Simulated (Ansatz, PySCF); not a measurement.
Gas-phase reaction R1 + 3 R2 → 3 P1, each structure at its B3LYP-D3(BJ)/def2-TZVP stationary point, reached from a drawn start (curvature not checked).
R1: B3H3O6 (SMILES OB1OB(O)OB(O)O1), charge 0, multiplicity 1.
R2: BH3O3 (SMILES OB(O)O), charge 0, multiplicity 1.
P1: B2H4O5 (SMILES OB(O)OB(O)O), charge 0, multiplicity 1.

P less R. No zero-point or thermal terms. One arrangement of each flexible species, with no search for the lowest.

Cores are frozen in the correlated methods.

Run with Ansatz (a program for electronic structure) with Gaussian orbitals; PySCF for the D3/D4 terms. Each number belongs to the level named beside it.

```csv
level,reaction energy (kJ/mol)
SVWN5/def2-TZVPP,-3.9
r2SCAN/def2-TZVPP,3.7
B97M-V/def2-TZVPP,0.7
PBE0/def2-TZVPP,8.7
PBE0-D4/def2-TZVPP,2.9
BHLYP/def2-TZVPP,3.8
SCS-MP2/cc-pVDZ,7.0
CCSD/cc-pVDZ,[?]
CCSD(T)/cc-pVDZ,[?]
```

Task: Fill in the missing entries.

Result: 
- CCSD/cc-pVDZ, reaction energy (kJ/mol): 6.6
- CCSD(T)/cc-pVDZ, reaction energy (kJ/mol): 6.8
